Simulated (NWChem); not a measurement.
System: BH₂S₂Cl; SMILES SB(Cl)S

```xyz
6

B      0.0000     0.0000     0.0097
Cl     0.0000     0.0000    -1.7522
S      1.6184     0.0000     0.7991
H      1.2034     0.0000     2.0838
S     -1.6184     0.0000     0.7991
H     -1.2034     0.0000     2.0838
```
Atoms are numbered in this order, from 1.

Coordinates come from a PBE0/def2-SVP optimisation.

Symmetry labels are those of C2v in the frame above (b1 and b2, or b-type labels, depend on it).

**Question.** List the 4 lowest vertical singlet excitations and the 4 lowest triplet ones from PBE/6-31G* (spherical d), TDA (NWChem).

**Answer.** 
```json
[
 {"state": "S1", "energy (eV)": "5.53", "oscillator strength": "0.000", "symmetry": "a2", "leading excitation (squared amplitude)": "HOMO → LUMO+1 (0.99)"},
 {"state": "S2", "energy (eV)": "5.79", "oscillator strength": "0.237", "symmetry": "b1", "leading excitation (squared amplitude)": "HOMO → LUMO (0.88)"},
 {"state": "S3", "energy (eV)": "5.89", "oscillator strength": "0.000", "symmetry": "a2", "leading excitation (squared amplitude)": "HOMO−2 → LUMO (0.98)"},
 {"state": "S4", "energy (eV)": "6.12", "oscillator strength": "0.001", "symmetry": "b2", "leading excitation (squared amplitude)": "HOMO−1 → LUMO+1 (0.99)"},
 {"state": "T1", "energy (eV)": "4.53", "oscillator strength": "spin-forbidden", "symmetry": "b1", "leading excitation (squared amplitude)": "HOMO → LUMO (1.00)"},
 {"state": "T2", "energy (eV)": "5.08", "oscillator strength": "spin-forbidden", "symmetry": "a1", "leading excitation (squared amplitude)": "HOMO−1 → LUMO (0.98)"},
 {"state": "T3", "energy (eV)": "5.19", "oscillator strength": "spin-forbidden", "symmetry": "a2", "leading excitation (squared amplitude)": "HOMO → LUMO+1 (0.98)"},
 {"state": "T4", "energy (eV)": "5.64", "oscillator strength": "spin-forbidden", "symmetry": "a2", "leading excitation (squared amplitude)": "HOMO−2 → LUMO (0.97)"}
]
```
